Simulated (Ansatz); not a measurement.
Born–Oppenheimer molecular dynamics of BrFH₃NSi (7 atoms, charge 0, multiplicity 1). It starts at the highest image of a converged band. Of that band: Neighbouring images differ by up to 1.7 eV, so the band resolves the path poorly. A vibrational analysis at the climbing image gives one clearly imaginary mode, 1335i cm⁻¹: a first-order saddle point.

Level of theory: Ansatz 0.2.0, UKS PBE-D4/def2-SVP.

```
ensemble                      : NVE (velocity Verlet)
time step                     : 0.5 fs
steps asked                   : 200
starting velocities drawn for : 100 K
seed                          : 9685
```

First frame:

```xyz
7
Properties=species:S:1:pos:R:3
N -0.013 0.905 -0.126
Si 0.440 -0.910 0.134
F -0.109 -1.071 1.682
Br -0.941 -2.162 -1.179
H -0.491 1.487 0.582
H -0.184 1.253 -1.080
H 1.359 0.431 -0.060
```

How far do the bonds stretch over the last three quarters of this one trajectory? (Pairs bonded in most of those frames.)


| bond | mean (Å) | spread (Å) | shortest | longest |
| --- | --- | --- | --- | --- |
| N1–H5 | 1.037 | 0.038 | 0.96 | 1.12 |
| N1–H6 | 1.035 | 0.037 | 0.96 | 1.13 |
| N1–H7 | 1.049 | 0.075 | 0.92 | 1.17 |
| Si2–F3 | 1.669 | 0.032 | 1.61 | 1.71 |
| Si2–Br4 | 2.370 | 0.135 | 2.09 | 2.52 |

Mean temperature of the second half: 923 K. The conserved energy stayed within 0.92 meV per atom of its start (net change -0.014 meV per atom), so the integration is sound. The kinetic energy rose, since the run started high on the potential surface and went downhill. It ends in pieces (BrFSi + H3N), so much of that is their flight and rotation, not heat. A run of 0.1 ps of so small a system gives no equilibrium averages. The orbitals stay closed-shell, which can raise the energy where a bond breaks towards radicals; this wasn't checked here.

Run time: 4.8 min on 2 threads of Intel(R) Xeon(R) Platinum 8488C (Sapphire Rapids) (shared host), peak memory 0.17 GiB.
